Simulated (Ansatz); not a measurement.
Basis-set extrapolation for CH3Cl2Si (`C[Si](Cl)Cl`) radical (PBE0-D4/def2-TZVP geometry, frozen core, Ansatz). Multiplicity 2, UHF reference.

|  | def2-TZVPP | def2-QZVPP |
| --- | --- | --- |
| HF | -1247.682610 | -1247.719037 |
| MP2 correlation | -0.650008 | -0.709274 |
| CCSD(T) correlation | -0.730774 | not run |

Energies in hartree. Use E(X) = E(∞) + A·exp(−7.88·√X) for Hartree–Fock and E(X) = E(∞) + B·X^(−2.97) for correlation, with X = 3 and 4, and add CCSD(T) minus MP2 of the smaller set to the MP2 limit.

Task: What is the CCSD(T) energy at the basis-set limit?

Result: HF limit: -1247.719037 + (-0.036427) × 0.13774 = -1247.72405. MP2 limit: -0.709274 + (-0.059266) × 0.74074 = -0.75317. Higher-order term: -0.730774 − (-0.650008) = -0.08077. Total: -1248.55799 hartree, 379.7 kJ/mol below CCSD(T)/def2-TZVPP.
